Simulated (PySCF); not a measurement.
C₂H₁₀NPSi (SMILES CN(C)[SiH2]P), singlet, geometry from GFN2-xTB, atoms displaced at random by about 0.03 Å a coordinate; DF-PBE/STO-3G, gradient run with PySCF.

PySCF was given this input:
```python
from pyscf import gto, scf, dft

mol = gto.Mole()
mol.atom = '''
    Si    0.39181437   -0.82213944    0.27548907
    P     1.71148015    0.20682299   -1.23753503
    N    -0.95548780    0.23407505    0.53711660
    C    -1.30892031    1.26419188   -0.34561223
    C    -1.92321765   -0.26863983    1.46552073
    H     0.07384914   -2.14742996   -0.39159485
    H     0.93823003   -1.16136245    1.57075234
    H     2.27188715    1.14876377   -0.24520870
    H     2.73249694   -0.67536039   -0.98056732
    H    -2.22621829    0.97352061   -0.93079869
    H    -0.47826065    1.48784348   -1.02688844
    H    -1.60606868    2.08451272    0.24063069
    H    -2.40515647    0.66199291    2.01583240
    H    -2.82756976   -0.67059490    0.93718079
    H    -1.61223591   -0.91011219    2.13987047
'''
mol.basis = 'sto-3g'
mol.verbose = 4
mol.build()

mf = dft.RKS(mol)
mf.xc = 'pbe'
mf = mf.density_fit(auxbasis='def2-universal-jkfit')
mf.kernel()
g = mf.nuc_grad_method()
grad = g.kernel()
```

Write the output that PySCF gives for this input, abridged.


```
PySCF version 2.14.0

[INPUT] verbose = 4
[INPUT] num. atoms = 15
[INPUT] num. electrons = 58
[INPUT] charge = 0
[INPUT] spin (= nelec alpha-beta = 2S) = 0
[INPUT] symmetry False subgroup None
[INPUT] Mole.unit = angstrom
[INPUT] Symbol           X                Y                Z      unit          X                Y                Z       unit  Magmom
[INPUT]  1 Si     0.391814370000  -0.822139440000   0.275489070000 AA    0.740421850969  -1.553618377803   0.520598892611 Bohr   0.0
[INPUT]  2 P      1.711480150000   0.206822990000  -1.237535030000 AA    3.234228751130   0.390838807364  -2.338602276255 Bohr   0.0
[INPUT]  3 N     -0.955487800000   0.234075050000   0.537116600000 AA   -1.805610257363   0.442337737094   1.015003270958 Bohr   0.0
[INPUT]  4 C     -1.308920310000   1.264191880000  -0.345612230000 AA   -2.473500904781   2.388976422099  -0.653112460000 Bohr   0.0
[INPUT]  5 C     -1.923217650000  -0.268639830000   1.465520730000 AA   -3.634354636430  -0.507655704850   2.769432809573 Bohr   0.0
[INPUT]  6 H      0.073849140000  -2.147429960000  -0.391594850000 AA    0.139554649135  -4.058054496086  -0.740007018290 Bohr   0.0
[INPUT]  7 H      0.938230030000  -1.161362450000   1.570752340000 AA    1.772997798542  -2.194656961854   2.968291732120 Bohr   0.0
[INPUT]  8 H      2.271887150000   1.148763770000  -0.245208700000 AA    4.293244499419   2.170848907123  -0.463377286361 Bohr   0.0
[INPUT]  9 H      2.732496940000  -0.675360390000  -0.980567320000 AA    5.163670852812  -1.276246172479  -1.853003681499 Bohr   0.0
[INPUT] 10 H     -2.226218290000   0.973520610000  -0.930798690000 AA   -4.206942861598   1.839687329520  -1.758954601204 Bohr   0.0
[INPUT] 11 H     -0.478260650000   1.487843480000  -1.026888440000 AA   -0.903781644656   2.811616693420  -1.940537912082 Bohr   0.0
[INPUT] 12 H     -1.606068680000   2.084512720000   0.240630690000 AA   -3.035029942442   3.939158143972   0.454726101265 Bohr   0.0
[INPUT] 13 H     -2.405156470000   0.661992910000   2.015832400000 AA   -4.545087015026   1.250985296304   3.809371149025 Bohr   0.0
[INPUT] 14 H     -2.827569760000  -0.670594900000   0.937180790000 AA   -5.343332444502  -1.267240701530   1.771015022304 Bohr   0.0
[INPUT] 15 H     -1.612235910000  -0.910112190000   2.139870470000 AA   -3.046684318089  -1.719862781728   4.043769130344 Bohr   0.0

nuclear repulsion = 304.236332190762
number of shells = 29
number of NR pGTOs = 129
number of NR cGTOs = 43
basis = sto-3g
ecp = {}

******** <class 'pyscf.df.df_jk.DFRKS'> ********
method = DFRKS
initial guess = minao
damping factor = 0
level_shift factor = 0
DIIS = <class 'pyscf.scf.diis.CDIIS'>
diis_start_cycle = 1
diis_space = 8
diis_damp = 0
SCF conv_tol = 1e-09
SCF conv_tol_grad = None
SCF max_cycles = 50
direct_scf = False
XC library pyscf.dft.libxc version 7.1.2
    S. Lehtola, C. Steigemann, M. J. T. Oliveira, and M. A. L. Marques,  SoftwareX 7, 1–5 (2018)
XC functionals = pbe
    J. P. Perdew, K. Burke, and M. Ernzerhof,  Phys. Rev. Lett. 77, 3865 (1996)
    J. P. Perdew, K. Burke, and M. Ernzerhof,  Phys. Rev. Lett. 78, 1396 (1997)
    J. P. Perdew, K. Burke, and M. Ernzerhof,  Phys. Rev. Lett. 77, 3865 (1996)
    J. P. Perdew, K. Burke, and M. Ernzerhof,  Phys. Rev. Lett. 78, 1396 (1997)
radial grids:
    Treutler-Ahlrichs [JCP 102, 346 (1995); DOI:10.1063/1.469408] (M4) radial grids

becke partition: Becke, JCP 88, 2547 (1988); DOI:10.1063/1.454033
pruning grids: <function nwchem_prune>
grids dens level: 3
symmetrized grids: False
atomic radii adjust function: <function treutler_atomic_radii_adjust>
small_rho_cutoff = 0
Set gradient conv threshold to 3.16228e-05
Initial guess from minao.
tot grids = 178584
init E= -758.368974612752
  HOMO = -0.250095911539943  LUMO = 0.0630680955409432  gap/eV = 8.52163
cycle= 1 E= -758.324856699303  delta_E= 0.0441  |g|= 0.419  |ddm|= 4.56
  HOMO = 0.0511822508444556  LUMO = 0.172669221382025  gap/eV = 3.30583
cycle= 2 E= -758.239121596685  delta_E= 0.0857  |g|= 0.691  |ddm|= 1.67
  HOMO = -0.0605880381217716  LUMO = 0.174977608817448  gap/eV = 6.41007
cycle= 3 E= -758.382769332659  delta_E= -0.144  |g|= 0.0422  |ddm|= 1.06
  HOMO = -0.0538908430310068  LUMO = 0.173728415813506  gap/eV = 6.19384
cycle= 4 E= -758.383348908055  delta_E= -0.00058  |g|= 0.0209  |ddm|= 0.113
  HOMO = -0.0558588938189382  LUMO = 0.173160077670147  gap/eV = 6.23192
cycle= 5 E= -758.383506426162  delta_E= -0.000158  |g|= 0.00396  |ddm|= 0.0412
  HOMO = -0.0557020729397574  LUMO = 0.172901377323578  gap/eV = 6.22062
cycle= 6 E= -758.383514264868  delta_E= -7.84e-06  |g|= 0.000851  |ddm|= 0.0101
  HOMO = -0.0557796945066362  LUMO = 0.173012447193567  gap/eV = 6.22575
cycle= 7 E= -758.383514533985  delta_E= -2.69e-07  |g|= 0.000154  |ddm|= 0.00152
  HOMO = -0.0557932903952553  LUMO = 0.173028967295263  gap/eV = 6.22657
cycle= 8 E= -758.383514542275  delta_E= -8.29e-09  |g|= 3.22e-05  |ddm|= 0.000295
  HOMO = -0.0557971953316216  LUMO = 0.173025350448648  gap/eV = 6.22658
cycle= 9 E= -758.383514542667  delta_E= -3.92e-10  |g|= 5.44e-06  |ddm|= 6.26e-05
  HOMO = -0.0557973708888762  LUMO = 0.17302602521796  gap/eV = 6.22660
Extra cycle  E= -758.383514542671  delta_E= -3.41e-12  |g|= 5.72e-06  |ddm|= 2.34e-05
converged SCF energy = -758.383514542671

******** <class 'pyscf.df.grad.rks.Gradients'> for <class 'pyscf.df.df_jk.DFRKS'> ********
unit = Eh/Bohr
grid_response = False
--------------- DFRKS gradients ---------------
         x                y                z
0 Si    -0.0166350228     0.0183101248     0.0351019209
1 P     0.0104644489    -0.0301825693    -0.0229801935
2 N    -0.0606653501     0.0557669993    -0.0287023472
3 C     0.0340718060     0.0139090333     0.0433110199
4 C     0.1148468131    -0.1394662539     0.0654356919
5 H     0.0003358807    -0.0165268459    -0.0114162314
6 H    -0.0038351874     0.0012031846    -0.0070403890
7 H     0.0100909898     0.0154538661     0.0173694067
8 H    -0.0212294720     0.0184081770    -0.0028312921
9 H    -0.0045326332    -0.0062246250     0.0088732086
10 H    -0.0035010443    -0.0063627581     0.0050848326
11 H     0.0116324249    -0.0542275491    -0.0209057179
12 H    -0.0180197888     0.0323118787     0.0084742429
13 H    -0.0017106340     0.0101498211    -0.0017628548
14 H    -0.0513351509     0.0875222238    -0.0880020734
----------------------------------------------
```
